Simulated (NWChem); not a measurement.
System meant: C₂HF₂, doublet; SMILES [CH]=C(F)F

Input file for NWChem:

```
start job
memory heap 200 mb stack 900 mb global 1100 mb
geometry units angstroms noautoz
  C     -0.872085    -1.134973     0.000000
  C     -0.093392    -0.079555     0.000000
  F     -0.515351     1.161200     0.000000
  F      1.222752    -0.107506     0.000000
  H     -0.804463    -2.215962     0.000000
end
basis spherical
  C library def2-svp
  F library def2-svp
  H library def2-svp
end
dft
  odft
  mult 2
  xc b3lyp
  iterations 4
  mulliken
end
task dft energy
```

End of the output:

```
     --------------------------
     Expectation value of S2:
     --------------------------
      <S2> =      0.7549 (Exact =     0.7500)

 center of mass
 --------------
 x =   0.05062675 y =   0.09488352 z =   0.00000000

 moments of inertia (a.u.)
 ------------------
         164.856476051887           0.000000000000           0.000000000000
           0.000000000000         154.655927035579           0.000000000000
           0.000000000000           0.000000000000         319.512403087466

     Multipole analysis of the density
     ---------------------------------

     L   x y z        total         alpha         beta         nuclear
     -   - - -        -----         -----         ----         -------
     0   0 0 0     -0.000000    -16.000000    -15.000000     31.000000

     1   1 0 0     -0.027897      1.037564     -1.065461     -0.000000
     1   0 1 0     -0.394754      0.727551     -1.122305      0.000000
     1   0 0 1      0.000000      0.000000      0.000000      0.000000

     2   2 0 0    -16.702618    -49.599560    -42.987748     75.884690
     2   1 1 0      0.619123     -4.049517     -0.324881      4.993521
     2   1 0 1     -0.000000     -0.000000      0.000000      0.000000
     2   0 2 0    -14.232043    -53.543632    -49.159347     88.470935
     2   0 1 1     -0.000000     -0.000000      0.000000      0.000000
     2   0 0 2    -15.889739     -8.300015     -7.589724      0.000000

 ------------------------------------------------------------------------
 dft energy failed                                                                                  0
 ------------------------------------------------------------------------
 ------------------------------------------------------------------------
  current input line :
    22: task dft energy
 ------------------------------------------------------------------------
 ------------------------------------------------------------------------
 This type of error is most commonly associated with calculations not reaching convergence criteria
 ------------------------------------------------------------------------
 For more information see the NWChem manual at https://nwchemgit.github.io

0:dft energy failed:Received an Error in Communication
```

Q: Find the fault in this run and fix the input.

A: The run did not converge; its last values are not results. Cause: the SCF was allowed too few iterations. This input runs:
```
start job
memory heap 200 mb stack 900 mb global 1100 mb
geometry units angstroms noautoz
  C     -0.872085    -1.134973     0.000000
  C     -0.093392    -0.079555     0.000000
  F     -0.515351     1.161200     0.000000
  F      1.222752    -0.107506     0.000000
  H     -0.804463    -2.215962     0.000000
end
basis spherical
  * library def2-svp
end
dft
  odft
  mult 2
  xc b3lyp
  iterations 150
  mulliken
end
task dft energy
```
It converges to -276.15987 Ha (B3LYP/def2-SVP, spin-unrestricted).
